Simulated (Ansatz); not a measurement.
One change: `[NH2][GeH2][Si](N)(O)O` becomes `N[Si](O)(O)F`.

Ansatz, PBE0-D4/def2-TZVP geometries, multiplicity 1. Each molecule was computed in one conformer, which needn't be the lowest.

Scalar relativity is left out up to krypton.

```json
{"property": "size of the dipole moment (B3LYP/def2-TZVPP) / D", "`[NH2][GeH2][Si](N)(O)O`": "1.15"}
{"property": "size of the dipole moment (PBE/def2-TZVPP) / D", "`[NH2][GeH2][Si](N)(O)O`": "1.05"}
{"property": "size of the dipole moment (ωB97M-V/def2-TZVPP) / D", "`[NH2][GeH2][Si](N)(O)O`": "1.19"}
{"property": "HOMO energy (ωB97M-V/def2-TZVPP) / eV", "`[NH2][GeH2][Si](N)(O)O`": "-9.33"}
{"property": "LUMO energy (PBE/def2-TZVPP) / eV", "`[NH2][GeH2][Si](N)(O)O`": "-0.62"}
{"property": "HOMO–LUMO gap (ωB97M-V/def2-TZVPP) / eV", "`[NH2][GeH2][Si](N)(O)O`": "11.15"}
```

(1) What does the change do to each property? (Best estimate.)

## Answers

(1) Computed: 
| property | `N[Si](O)(O)F` | shift |
| --- | --- | --- |
| size of the dipole moment (B3LYP/def2-TZVPP) / D | 1.69 | 0.54 |
| size of the dipole moment (PBE/def2-TZVPP) / D | 1.66 | 0.61 |
| size of the dipole moment (ωB97M-V/def2-TZVPP) / D | 1.67 | 0.48 |
| HOMO energy (ωB97M-V/def2-TZVPP) / eV | -10.43 | -1.10 |
| LUMO energy (PBE/def2-TZVPP) / eV | -0.34 | 0.28 |
| HOMO–LUMO gap (ωB97M-V/def2-TZVPP) / eV | 12.40 | 1.25 |

With PBE0 the HOMO falls by 0.93 eV and the LUMO rises by 0.35 eV, so the gap widens by about 1.28 eV. PBE moves the HOMO by -0.80 eV and ωB97M-V by -1.10 eV. Dipoles are sizes alone; their direction can turn.

B3LYP here is the variant with VWN-RPA as its local correlation; programs differ in this.
